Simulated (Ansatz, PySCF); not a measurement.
Process, species as SMILES: [SiH3][Si](Cl)(Cl)Cl → [SiH3] (SiH3) + Cl[Si](Cl)Cl (the Si-Si bond at the site shown breaks; other sites are not compared here)
Geometries: B3LYP-D3(BJ)/def2-TZVP minima from Ansatz (a first-principles code).

Quantity: bond dissociation energy (enthalpy at 298 K, with B3LYP-D3(BJ) rigid-rotor harmonic-oscillator terms from PySCF), in kcal/mol. Correlated levels leave the core frozen unless marked. Open shells are spin-unrestricted. No spin-orbit coupling. No relativistic terms. CBS(X,Y): correlation extrapolated as X^-3; Hartree-Fock from the larger set. The bracket is a focal-point correction in the basis named.

```tsv
level	program	bond dissociation energy (kcal/mol)	minus last row
r2SCAN-D4/def2-TZVPD	Ansatz + dftd4	70.8	-8.2
B2PLYP/def2-TZVPD	Ansatz	72.7	-6.3
RPA@PBE/cc-pV(T+d)Z	Ansatz	71.5	-7.5
SCS-MP2/cc-pV(T+d)Z	Ansatz	76.7	-2.3
CCSD/STO-3G	Ansatz	92.4	13.4
RI-MP2/CBS(cc-pV(T+d)Z,cc-pV(Q+d)Z)+[CCSD(T)-MP2]/cc-pV(D+d)Z	Ansatz	79.1	0.1
RI-MP2/CBS(cc-pV(T+d)Z,cc-pV(Q+d)Z)+[CCSD(T)-MP2]/cc-pV(T+d)Z	Ansatz	79.0	0.0
```
